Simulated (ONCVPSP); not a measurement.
What one change does to a pseudopotential (tin, ONCV)

| Item | Value |
| --- | --- |
| Element | Sn (Z = 50) |
| Generator | ONCVPSP 4.0.1 |
| Type | optimised norm-conserving Vanderbilt (ONCV) |
| Functional | LDA (Perdew-Wang 92) |
| Relativity | scalar-relativistic |
| Frozen core | [Ar] 3d10 |
| Valence charge | 22 |
| Reference configuration | 4s2 4p6 4d10 5s1 5p3 |
| Partial waves | 4s+5s: rc 1.05 bohr, ncon 3, nbas 6, qcut 9.9 1/bohr, 2 projectors; 4p+5p: rc 1.65 bohr, ncon 4, nbas 7, qcut 9.7 1/bohr, 2 projectors; 4d: rc 1.30 bohr, ncon 4, nbas 9, qcut 11.8 1/bohr, 2 projectors, debl 3.4 Ha |
| Local potential | polynomial inside 0.70 bohr (lpopt 5, dvloc0 3 Ha) |
| Core correction | Teter function, fcfact 5, rcfact 1.55 |

All-electron outer shells of the reference configuration (LDA (PZ), scalar-relativistic, ld1.x):

| shell | level (eV) | outermost node (bohr) | outermost maximum (bohr) |
| --- | --- | --- | --- |
| 3p | -699.92 | 0.14 | 0.30 |
| 3d | -475.22 | – | 0.25 |
| 4s | -135.18 | 0.40 | 0.74 |
| 4p | -91.08 | 0.41 | 0.79 |
| 4d | -27.36 | 0.39 | 0.88 |
| 5s | -11.69 | 0.98 | 1.99 |
| 5p | -4.48 | 1.09 | 2.49 |

Change: functional PBEsol.

Cutoffs: the cutoffs (Ha) at which the residual kinetic energy of the hardest occupied pseudo-wave falls to 1 and 0.1 mHa per electron; they do not see the model core or the augmentation charge, which bear on the density cutoff. Errors are all-electron minus pseudo energies relative to the spin-unpolarised reference configuration.

Q: What does the change do?

A: The potential gets neither clearly harder nor softer (45 Ha and 53 Ha → 45 Ha and 53 Ha); of the 4 tests that both files solve, the error grows in 0 and shrinks in 1 by more than 15 % and 0.3 meV (median size 2.3 → 1.3 meV); the range in which the s phases agree narrows (upper end at the end of the scan → 1.7); neither file shows a bound ghost.

```csv
quantity,base,changed
"cutoff, loose",45 Ha,45 Ha
"cutoff, tight",53 Ha,53 Ha
loose cutoff by channel,"s 42 Ha, p 26 Ha, d 45 Ha","s 42 Ha, p 26 Ha, d 45 Ha"
bound ghosts,none,none
GHOST(+) flags under 300 eV,s at 46.2 eV,s at 47.8 eV
"error for 4s2 4p6 4d10 5s2 5p2, meV [ΔE -7.08 → -7.01 eV]",+0.1,+0.2
"error for 4s2 4p6 4d10 5s2 5p1, meV [ΔE 0.02 → -0.11 eV]",-1.5,-1.3
"error for 4s2 4p6 4d10 5s2 5p0, meV [ΔE 14.27 → 13.86 eV]",-5.2,-5.0
"error for 4s2 4p6 4d9 5s2 5p2, meV [ΔE 25.70 → 25.64 eV]",-3.1,-1.4
s: phases at 1.06 bohr within 0.05 rad from the reference energy up to (Ha; the scan ends near 5),to the end of the scan,1.7
p: phases at 1.68 bohr within 0.05 rad from the reference energy up to (Ha; the scan ends near 5),to the end of the scan,to the end of the scan
d: phases at 1.32 bohr within 0.05 rad from the reference energy up to (Ha; the scan ends near 5),to the end of the scan,to the end of the scan
"rms error of d²Exc/dni dnj with the model core, mHa",1.25,1.74
```
